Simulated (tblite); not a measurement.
Compound: C7H14O2Si.
Cartesian coordinates in Å at the GFN2-xTB level; atoms count from 1:
```xyz
24
C7H14O2Si angstrom
C      3.3023    0.0943   -1.6881
C      2.3346   -0.1196   -0.5302
C      0.9254    0.3485   -0.8756
Si    -0.2545    0.1296    0.5848
C     -0.7366   -1.6574    1.1450
C     -2.2292   -1.2864    1.1091
C     -2.1327   -0.0645    0.1940
O     -2.9813    1.0302    0.5656
C     -2.4004    2.1920    0.5765
O     -1.2437    2.4169    0.3171
H      4.2986   -0.2572   -1.4292
H      2.9666   -0.4467   -2.5703
H      3.3651    1.1511   -1.9380
H      2.3104   -1.1786   -0.2673
H      2.6909    0.4256    0.3446
H      0.5726   -0.2069   -1.7464
H      0.9592    1.3990   -1.1602
H      0.1177    0.8730    1.7904
H     -0.4006   -2.0252    2.1104
H     -0.5128   -2.4270    0.4090
H     -2.5734   -0.9717    2.0931
H     -2.8923   -2.0707    0.7466
H     -2.3848   -0.3108   -0.8401
H     -3.1130    2.9821    0.8608
```

Computed values, GFN2-xTB/tblite, gas phase, harmonic and unscaled. The method is semi-empirical: single wavenumbers can be off by several per cent or more. Modes of hydrogen on silicon can be 10 to 20 % off. One conformer, not necessarily the lowest.

Harmonic wavenumbers (cm⁻¹): 36.6, 61.7, 70.5, 105.3, 116.4, 141.6, 189.2, 233.6, 236.9, 300.3, 322.5, 382.8, 453.4, 480.8, 606.7, 653.7, 673.4, 696.8, 737.9, 752.9, 789.9, 817.8, 842.0, 889.6, 934.5, 955.4, 959.6, 1011.6, 1026.7, 1052.5, 1079.1, 1088.8, 1120.3, 1149.2, 1175.7, 1215.4, 1220.7, 1226.9, 1247.5, 1264.9, 1282.5, 1301.7, 1344.4, 1352.0, 1413.7, 1469.3, 1475.8, 1494.2, 1501.8, 1503.8, 1506.7, 1721.2, 2258.7, 2852.9, 2933.0, 2968.1, 2978.2, 2988.4, 2994.5, 3005.2, 3006.6, 3012.1, 3024.5, 3029.4, 3031.7, 3036.7.

A = 1831, B = 691.4, C = 541.2 MHz; mass 158.076 u (most abundant isotopes); point group C1, symmetry number 1.

What is the zero-point energy?

½Σν̃ = 43404 cm⁻¹ = 519.23 kJ/mol.

Give the ideal-gas entropy at 200 K and 1 bar in the rigid-rotor, harmonic-oscillator model (classical rotation).

Translation 163.70, rotation 122.75, vibration 108.48: S = 394.9 J/(mol K).

And Cp and H(200 K) − H(0)?

Cp = 140.08 J/(mol K), of which vibrations give 106.82 (their classical limit is 66 R = 548.8); H(200 K) − H(0) = 18.06 kJ/mol without the zero-point energy, 11.41 from vibrations.

How do the functions run with temperature in this model?

| T (K) | S (J/(mol K)) | Cp (J/(mol K)) | H − H(0) (kJ/mol) | G − H(0) (kJ/mol) | ln q(vib) |
| --- | --- | --- | --- | --- | --- |
| 50 | 261.0 | 65.4 | 2.34 | -10.71 | 0.86 |
| 100 | 315.7 | 94.0 | 6.36 | -25.21 | 2.64 |
| 298.15 | 460.3 | 191.7 | 34.29 | -102.94 | 9.48 |
| 373.15 | 507.7 | 232.2 | 50.20 | -139.25 | 11.94 |
| 500 | 584.4 | 292.8 | 83.63 | -208.57 | 16.05 |
| 750 | 720.5 | 378.1 | 168.30 | -372.11 | 23.93 |
| 1000 | 837.5 | 433.7 | 270.24 | -567.23 | 31.33 |

q(vib) and H(0) count from the zero-point level.

Blend soft modes into free rotors: weight 1/[1 + (100 cm⁻¹/ν̃)⁴] for the oscillator and the rest for a rotor with moment μB/(μ + B), μ = h/(8π²ν), B = 10⁻⁴⁴ kg m². What vibrational entropy results?

99.15 J/(mol K) in place of 108.48, which changes −T·S at 200 K by +1.87 kJ/mol.

Which modes carry the vibrational entropy at 200 K?

36.6 cm⁻¹: 19.43; 61.7 cm⁻¹: 15.14; 70.5 cm⁻¹: 14.05; 105.3 cm⁻¹: 10.82; 116.4 cm⁻¹: 10.03; 141.6 cm⁻¹: 8.51 J/(mol K); the other 60 give 30.51 together.

Hindered rotation and anharmonicity are outside this model. Other conformers, if any are populated, would add a mixing term that is left out. The structure is chiral; the term R ln 2 for an equal mix with its mirror image is left out.

Hardware: Arm Neoverse N1, one thread, no GPU, on a shared host. Cost: 2.1 s. The figure is for the frequency step alone.
